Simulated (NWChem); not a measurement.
Species: GeH4S; SMILES [SH][GeH3]

All runs: NWChem. Structure relaxed at the PBE-D3(BJ)/def2-SVP level.

Q: Taking Hartree-Fock/pcseg-2 as the yardstick, which of these has the fewest basis functions while keeping “highest occupied level (eV)” within 0.2 eV of it: Hartree-Fock/pcseg-1; Hartree-Fock/def2-SVP; Hartree-Fock/STO-3G; Hartree-Fock/aug-pcseg-1?

A: Hartree-Fock/pcseg-1.
| level | basis functions | highest occupied level (eV) |
|---|---|---|
| Hartree-Fock/STO-3G | 31 | -7.10 |
| Hartree-Fock/pcseg-1 | 65 | -10.23 |
| Hartree-Fock/def2-SVP | 70 | -10.10 |
| Hartree-Fock/aug-pcseg-1 | 99 | -10.18 |
| Hartree-Fock/pcseg-2 | 133 | -10.17 |

The yardstick is one finite set, not the basis-set limit.
